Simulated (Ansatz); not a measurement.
Reaction (cleavage of the B–Sb bond): `O[BH][SbH2]` + NH₃ → `NBO` + stibine

Calculated with Ansatz (gas phase, PBE0-D4/def2-TZVP geometries, no zero-point term in ΔE). CCSD(T)/CBS is the MP2 limit (def2-TZVPP, def2-QZVPP) plus CCSD(T) − MP2 in def2-TZVPP, frozen cores. This one scheme is used for every species. DFT in def2-TZVPP. def2 core potentials past Kr. For Sb outer-core shells are correlated without core-valence functions, which leaves a few kJ/mol of doubt a bond. One conformer a species, not always the lowest.

| level | ΔE (kcal/mol) |
| --- | --- |
| BLYP | -28.8 |
| RPA@PBE/def2-TZVPP | -26.8 |

Problem. What does CCSD(T)/CBS give? (Best estimate.)

Solution. Computed: -26.2 kcal/mol. The listed levels differ from it by -2.6, -0.6 kcal/mol.

Largest T1 diagnostic among the species: 0.015.

At CCSD(T), def2-SVP lies −5.2 kcal/mol from the extrapolated value and def2-TZVPP −1.2 kcal/mol. From PBE to PBE0 (25 % exact exchange), in def2-TZVPP and without D4, ΔE moves by −0.9 kcal/mol.
